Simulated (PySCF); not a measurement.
Cl₂Hg, charge +1, doublet, at a GFN2-xTB geometry (such geometries of metal compounds can be far from the true shape) (a state made from the parent by changing its charge; the spin is typed, not shown lowest) (core potentials on Hg). Base run: PBE0/def2-SVP run with PySCF.

Here is a job for PySCF.
```python
from pyscf import gto, scf, dft, solvent

mol = gto.M(
    atom='''
Hg    0.000000    0.000000    0.000000
Cl    0.000000    0.000000    2.413138
Cl   -0.000000   -0.000000   -2.413138
''',
    basis='def2-svp',
    ecp={'Hg': 'def2-svp'},
    charge=1,
    spin=1,
    verbose=4,
)

mf = dft.UKS(mol)
mf.xc = 'pbe0'
mf.kernel()
mf.analyze()
```

Each row names what was changed in the base input (with any setting that the change needs).

```csv
change,ΔE vs base (kcal/mol)
base,0.000
model = IEF-PCM; solvent = n-hexane; vdw_scale = 1.4,-28.34
model = ddCOSMO; solvent = n-hexane,-53.39
model = IEF-PCM; solvent = n-hexane; lebedev_order = 11,-35.85
model = IEF-PCM; solvent = tetrahydrofuran,-69.2
model = IEF-PCM; solvent = water,-80.9
model = IEF-PCM; solvent = n-hexane; r_probe = 0.5,-26.12
model = SS(V)PE; solvent = n-hexane,-34.65
model = IEF-PCM; solvent = n-hexane; lebedev_order = 41,-35.08
model = IEF-PCM; solvent = n-hexane,-35.25
model = IEF-PCM; solvent = dichloromethane,-71.3
model = C-PCM; solvent = n-hexane,-36.97
```

The base is the gas phase, so ΔE is the electrostatic part of solvation at a fixed geometry, without cavity and dispersion terms.

Open shells are given as the SCF converged; they aren't shown to be the lowest states, and a large step between rows can be another state.
